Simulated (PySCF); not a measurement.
ZnCl₂, SMILES [Cl][Zn][Cl]. Geometry optimised at PBE-D3(BJ)/def2-TZVP. The isomer is the one that the SMILES or the coordinates give; other isomers of the formula were not compared.

These are PBE-D3(BJ)/def2-TZVP (PySCF) values and carry that method's errors.

Harmonic wavenumbers (cm⁻¹): 105, 105, 345, 496. Rotational constants (GHz): 1.631 (linear); symmetry number 2.

Task: Work out the zero-point energy and the ideal-gas rigid-rotor harmonic-oscillator thermochemistry at 298.15 K and 1 atm.

Result: ZPE = ½ Σ hcν = ½ × 1051 cm⁻¹ = 1.50 kcal/mol. H − E(el) = 4.86 kcal/mol. Entropy in cal/(mol K): translation 40.64, rotation 16.99, vibration 8.59, total 66.22. G − E(el) = -14.88 kcal/mol. Cp = 13.69 cal/(mol K). Modes under 150 cm⁻¹ make the vibrational entropy uncertain.
